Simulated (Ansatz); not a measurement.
Reaction (formal hydrolysis of a Ge–Si bond): `[OH][Ge]([SiH3])([Cl])[Cl]` + H₂O → `[OH][Ge]([OH])([Cl])[Cl]` + SiH₄

Computed with Ansatz on PBE0-D4/def2-TZVP structures; ΔE is electronic, products minus reactants. CCSD(T)/CBS is the MP2 limit (def2-TZVPP, def2-QZVPP) plus CCSD(T) − MP2 in def2-TZVPP, frozen cores. This one scheme is used for every species. Functionals use def2-TZVPP. HSE06 is defined as in plane-wave codes. For Ge outer-core shells are correlated without core-valence functions, which leaves a few kJ/mol of doubt a bond. Scalar relativity is left out up to krypton. Each species was taken in one conformer, which may not be the lowest.

| level | ΔE (kJ/mol) | difference from CCSD(T)/CBS |
| --- | --- | --- |
| revPBE-D4 | 0.6 | 9.0 |
| ωB97X-V | -16.4 | -8.0 |
| ωB97M-V | -14.0 | -5.6 |
| BLYP | -9.6 | -1.2 |
| r2SCAN | -13.4 | -5.0 |
| HSE06 | -4.2 | 4.2 |
| RPA@PBE/def2-TZVPP | -20.7 | -12.3 |
| HF/def2-SVP | -34.5 | -26.1 |
| HF/def2-TZVPP | -35.1 | -26.7 |
| MP2/def2-TZVPP | -19.2 | -10.8 |
| CCSD(T)/CBS | -8.4 | 0 |

Largest T1 diagnostic among the species: 0.011.

From BLYP to BHLYP (50 % exact exchange), in def2-TZVPP and without D4, ΔE moves by −10.6 kJ/mol. In def2-TZVPP, CCSD(T) changes the Hartree–Fock value by +16.7 kJ/mol (the triples alone add +1.3 kJ/mol) and MP2 by +15.9 kJ/mol.

CCSD(T)/CBS has its own doubt, a few kJ/mol and more with outer-core shells, so smaller differences from it don't rank the levels.
